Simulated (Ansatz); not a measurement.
Geometry optimisation, RKS PBE-D4/def2-SVP (Ansatz).

input.yaml

```yaml
crystal:
  periodic: [false, false, false]
  atoms:
    - { symbol: Ge, position_ang: [-0.206596, -0.221181, -0.415567] }
    - { symbol: F, position_ang: [-0.278925, 1.021713, 2.190286] }
    - { symbol: H, position_ang: [0.81253, -0.968171, 0.473363] }
    - { symbol: H, position_ang: [0.092424, 1.287053, -0.555794] }
    - { symbol: H, position_ang: [-0.264711, -0.885612, -1.824842] }
    - { symbol: O, position_ang: [-1.837923, -0.403568, 0.294281] }
    - { symbol: Al, position_ang: [-3.333382, -1.217066, 0.017212] }
    - { symbol: H, position_ang: [-3.484289, -2.195063, -1.244115] }
    - { symbol: H, position_ang: [-4.478933, -0.905643, 1.084828] }
    - { symbol: H, position_ang: [-1.158696, 0.749337, 2.042647] }
basis:
  gaussian: { orbitals: def2-SVP }
hamiltonian:
  xc: pbe
  dispersion: d4
relax:
  f_tol: 0.03
  max_steps: 50
output:
  orbitals: {}
```

Command:

```bash
$ ansatz run input.yaml --threads 4 --pin off --max-ram 5120MiB --backend cpu --events-out ev --progress --plain --runs-dir out
```

**Question.** Where does it end, and by what steps?

**Answer.** It converged. The force dipped under the threshold on the way, but the program's further checks kept it going. After 8 steps the energy has fallen by 0.195 eV; H10 moved furthest, 0.43 Å.

```
step  energy less start (eV)  largest force component (eV/Å)  accepted
   0                  0.0000                           0.483       yes
   1                 -0.0632                           1.390       yes
   2                 -0.1655                           0.656       yes
   3                 -0.1839                           0.158       yes
   4                 -0.1839                           0.478        no
   5                 -0.1924                           0.065       yes
   6                 -0.1940                           0.047       yes
   7                 -0.1947                           0.015       yes
   8                 -0.1950                           0.022       yes
```

```xyz
10
Properties=species:S:1:pos:R:3
Ge -0.133 -0.229 -0.438
F -0.659 0.989 2.262
H 0.919 -0.918 0.457
H 0.143 1.274 -0.662
H -0.301 -0.978 -1.790
O -1.744 -0.361 0.413
Al -3.271 -1.128 0.112
H -3.441 -1.969 -1.235
H -4.378 -0.910 1.233
H -1.272 0.493 1.712
```

Time of the run: 13 s on 4 threads of Arm Neoverse V1, with other jobs on the host, peak memory 0.16 GiB.
